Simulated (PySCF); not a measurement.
C$_{4}$H$_{12}$O$_{4}$Si, charge +1, doublet, at a GFN2-xTB geometry (a state made from the parent by changing its charge; the spin is typed, not shown lowest); PySCF with DF-HF/pcseg-1.

The PySCF input:
```python
from pyscf import gto, scf

mol = gto.M(
    atom='''
C    -0.116706   -2.242787   -1.651739
O    -0.102681   -0.884679   -1.351158
Si    0.000960   -0.000444   -0.000586
O    -0.638942    1.452848   -0.306087
C    -1.695809    1.935980   -1.071502
O    -0.777748   -0.797089    1.171520
C    -0.745073   -0.806141    2.562597
O     1.529156    0.224391    0.479747
C     2.548875    1.116982    0.165966
H    -0.545754   -2.834316   -0.843363
H     0.902139   -2.585576   -1.868711
H    -0.700107   -2.371217   -2.570587
H    -1.452188    2.965517   -1.356640
H    -2.607337    1.977752   -0.463394
H    -1.867543    1.326179   -1.958175
H     0.248344   -0.576683    2.947317
H    -1.474361   -0.088411    2.956837
H    -1.062707   -1.801419    2.892949
H     3.180563    0.695770   -0.625347
H     2.160172    2.087032   -0.142859
H     3.179340    1.223627    1.056063
''',
    basis='pcseg-1',
    charge=1,
    spin=1,
    verbose=4,
)

mf = scf.UHF(mol)
mf.damp = 0.5
mf.diis_start_cycle = 5
mf = mf.density_fit(auxbasis='def2-universal-jkfit')
mf.kernel()
```

### Question
Write the output that PySCF gives for this input, abridged.

### Answer

```
PySCF version 2.14.0

[INPUT] verbose = 4
[INPUT] num. atoms = 21
[INPUT] num. electrons = 81
[INPUT] charge = 1
[INPUT] spin (= nelec alpha-beta = 2S) = 1
[INPUT] symmetry False subgroup None
[INPUT] Mole.unit = angstrom
[INPUT] Symbol           X                Y                Z      unit          X                Y                Z       unit  Magmom
[INPUT]  1 C     -0.116706000000  -2.242787000000  -1.651739000000 AA   -0.220542377093  -4.238253185735  -3.121334339263 Bohr   0.0
[INPUT]  2 O     -0.102681000000  -0.884679000000  -1.351158000000 AA   -0.194038968196  -1.671801018154  -2.553318571015 Bohr   0.0
[INPUT]  3 Si     0.000960000000  -0.000444000000  -0.000586000000 AA    0.001814137080  -0.000839038399  -0.001107379509 Bohr   0.0
[INPUT]  4 O     -0.638942000000   1.452848000000  -0.306087000000 AA   -1.207425389482   2.745484820622  -0.578420600290 Bohr   0.0
[INPUT]  5 C     -1.695809000000   1.935980000000  -1.071502000000 AA   -3.204614569573   3.658471982635  -2.024845321924 Bohr   0.0
[INPUT]  6 O     -0.777748000000  -0.797089000000   1.171520000000 AA   -1.469730713928  -1.506279906903   2.213851949450 Bohr   0.0
[INPUT]  7 C     -0.745073000000  -0.806141000000   2.562597000000 AA   -1.407983912808  -1.523385707783   4.842606497632 Bohr   0.0
[INPUT]  8 O      1.529156000000   0.224391000000   0.479747000000 AA    2.889686041735   0.424037534817   0.906590439082 Bohr   0.0
[INPUT]  9 C      2.548875000000   1.116982000000   0.165966000000 AA    4.816675675751   2.110790066069   0.313630285990 Bohr   0.0
[INPUT] 10 H     -0.545754000000  -2.834316000000  -0.843363000000 AA   -1.031325591386  -5.356080990473  -1.593725093592 Bohr   0.0
[INPUT] 11 H      0.902139000000  -2.585576000000  -1.868711000000 AA    1.704795636289  -4.886030514248  -3.531351995962 Bohr   0.0
[INPUT] 12 H     -0.700107000000  -2.371217000000  -2.570587000000 AA   -1.323010487891  -4.480950711913  -4.857705409367 Bohr   0.0
[INPUT] 13 H     -1.452188000000   2.965517000000  -1.356640000000 AA   -2.744237601380   5.604014947742  -2.563678049630 Bohr   0.0
[INPUT] 14 H     -2.607337000000   1.977752000000  -0.463394000000 AA   -4.927152844445   3.737409622311  -0.875687747767 Bohr   0.0
[INPUT] 15 H     -1.867543000000   1.326179000000  -1.958175000000 AA   -3.529144795849   2.506115102150  -3.700414453970 Bohr   0.0
[INPUT] 16 H      0.248344000000  -0.576683000000   2.947317000000 AA    0.469302144679  -1.089772930693   5.569621932275 Bohr   0.0
[INPUT] 17 H     -1.474361000000  -0.088411000000   2.956837000000 AA   -2.786138498740  -0.167072576399   5.587612124981 Bohr   0.0
[INPUT] 18 H     -1.062707000000  -1.801419000000   2.892949000000 AA   -2.008225180658  -3.404188545588   5.466881302334 Bohr   0.0
[INPUT] 19 H      3.180563000000   0.695770000000  -0.625347000000 AA    6.010392991925   1.314814745689  -1.181734562818 Bohr   0.0
[INPUT] 20 H      2.160172000000   2.087032000000  -0.142859000000 AA    4.082133461954   3.943918893203  -0.269964384429 Bohr   0.0
[INPUT] 21 H      3.179340000000   1.223627000000   1.056063000000 AA    6.008081856875   2.312319908623   1.995669840287 Bohr   0.0

nuclear repulsion = 627.830011325373
number of shells = 51
number of NR pGTOs = 328
number of NR cGTOs = 190
basis = pcseg-1
ecp = {}

******** <class 'pyscf.df.df_jk.DFUHF'> ********
method = DFUHF
initial guess = minao
damping factor = 0.5
level_shift factor = 0
DIIS = <class 'pyscf.scf.diis.CDIIS'>
diis_start_cycle = 5
diis_space = 8
diis_damp = 0
SCF conv_tol = 1e-09
SCF conv_tol_grad = None
SCF max_cycles = 50
direct_scf = False
number electrons alpha = 41  beta = 40
Set gradient conv threshold to 3.16228e-05
******** <class 'pyscf.df.df.DF'> ********
auxbasis = def2-universal-jkfit
init E= -748.381396432131

cycle= 1 E= -746.248241697783  delta_E= 2.13  |g|= 0.601  |ddm|= 3.01
cycle= 2 E= -746.413497750651  delta_E= -0.165  |g|= 0.239  |ddm|= 0.361
cycle= 3 E= -746.444555779191  delta_E= -0.0311  |g|= 0.144  |ddm|= 0.165
cycle= 4 E= -746.457518785352  delta_E= -0.013  |g|= 0.0968  |ddm|= 0.103
cycle= 5 E= -746.469058871366  delta_E= -0.0115  |g|= 0.0477  |ddm|= 0.14
cycle= 6 E= -746.473341735223  delta_E= -0.00428  |g|= 0.0324  |ddm|= 0.0739
cycle= 7 E= -746.476870677524  delta_E= -0.00353  |g|= 0.0119  |ddm|= 0.11
cycle= 8 E= -746.477282728188  delta_E= -0.000412  |g|= 0.00645  |ddm|= 0.0375
cycle= 9 E= -746.477354845113  delta_E= -7.21e-05  |g|= 0.00272  |ddm|= 0.0167
cycle= 10 E= -746.477372448009  delta_E= -1.76e-05  |g|= 0.00173  |ddm|= 0.00617
cycle= 11 E= -746.477385287794  delta_E= -1.28e-05  |g|= 0.00102  |ddm|= 0.00683
cycle= 12 E= -746.477390586791  delta_E= -5.3e-06  |g|= 0.000764  |ddm|= 0.0041
cycle= 13 E= -746.477394184335  delta_E= -3.6e-06  |g|= 0.000564  |ddm|= 0.00385
cycle= 14 E= -746.477396775563  delta_E= -2.59e-06  |g|= 0.000368  |ddm|= 0.00406
cycle= 15 E= -746.477398197354  delta_E= -1.42e-06  |g|= 0.000159  |ddm|= 0.00428
cycle= 16 E= -746.477398356511  delta_E= -1.59e-07  |g|= 9.23e-05  |ddm|= 0.00128
cycle= 17 E= -746.477398395905  delta_E= -3.94e-08  |g|= 7.71e-05  |ddm|= 0.000484
cycle= 18 E= -746.477398412229  delta_E= -1.63e-08  |g|= 8.62e-05  |ddm|= 0.000148
cycle= 19 E= -746.477398374079  delta_E= 3.81e-08  |g|= 6.17e-05  |ddm|= 0.000425
cycle= 20 E= -746.477398359712  delta_E= 1.44e-08  |g|= 3.35e-05  |ddm|= 0.000331
cycle= 21 E= -746.477398358698  delta_E= 1.01e-09  |g|= 2.16e-05  |ddm|= 0.000155
cycle= 22 E= -746.477398357873  delta_E= 8.26e-10  |g|= 7.58e-06  |ddm|= 0.000127
Extra cycle  E= -746.477398357932  delta_E= -5.89e-11  |g|= 4.99e-06  |ddm|= 1.1e-05
converged SCF energy = -746.477398357932  <S^2> = 0.81134195  2S+1 = 2.060429
```
